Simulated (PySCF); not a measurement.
GeF⁻ at UHF

Computed with UHF; Ge aug-cc-pVDZ-PP with ECP10, F aug-cc-pVDZ; scalar-relativistic core potentials (PySCF 2.14).

For GeF⁻, the state is ³Σ⁻ (triplet), unpaired electrons π ↑↑ and the bond length is 1.855 Å. The harmonic wavenumber is 513 cm⁻¹ and the force constant is 2.34 mdyn/Å. The rotational constant Be is 0.3240 cm⁻¹ and the anharmonicity ωexe is 3.75 cm⁻¹. The vibration–rotation constant αe is 0.00310 cm⁻¹, the bond order (Mayer) is 0.05 and the dipole moment (positive dipole points towards F; it is taken about the centre of mass and depends on that origin) is -0.64 D.

Spin–orbit coupling is left out. Hartree–Fock leaves out correlation, which carries a large part of most bond energies and some tenths to 1 eV of ionisation energies. The state was picked by a PBE0 search and need not be the measured ground state.
